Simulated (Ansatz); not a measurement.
Input for Ansatz (a quantum-chemistry and plane-wave program): U-r2SCAN/def2-TZVPP on BrHSi (SMILES [SiH]Br), a point of a bond scan (R = 2.040 Å).

Ansatz 0.2 input:
```yaml
crystal:
  periodic: [false, false, false]
  atoms:
    - {symbol: Si, position_ang: [-0.89669569, -0.76104712, 1.06218335]}
    - {symbol: H, position_ang: [-1.89251546, -1.22928872, 0.00776741]}
    - {symbol: Br, position_ang: [0.28180556, 0.22948253, -0.27636740]}
basis:
  gaussian:
    orbitals: def2-TZVPP
hamiltonian:
  xc: {name: r2SCAN}
magnetization: {spin_polarized: true, initial_magnetization: 0}
```

Program output:

```
WARN ansatz: RAYON_NUM_THREADS=1 ignored (pool sized by the plan → 1); use --threads N
Functional definition: r2SCAN
integrals: 0.03 GiB planned
723 factors; their error is unknown
mean field: 0.34 GiB planned
mean field evaluation 1: about -77937.8036 eV, gradient 9.9e0 eV
mean field evaluation 2: about -77937.7778 eV, gradient 1.0e1 eV
mean field evaluation 4: about -77938.4103 eV, gradient 9.1e-1 eV
mean field evaluation 8: about -77938.3716 eV, gradient 1.2e-2 eV
mean field evaluation 16: about -77938.3717 eV, gradient 2.2e-5 eV
mean field -77938.37165000 eV, -2864.1823296119 hartree, gradient 8.7e-6 eV, S^2 0.000000; 1 other end points of the search recorded, 0 dependent functions left out
reference -77938.37166023 eV, -2864.1823299878 hartree; 25, 25 occupied and 79, 79 virtual orbitals, 723 factors
Total energy: -77938.37166023 eV, -2864.1823299878 hartree
```

The run converged.

Cost: about 12 core-seconds (a rough figure).
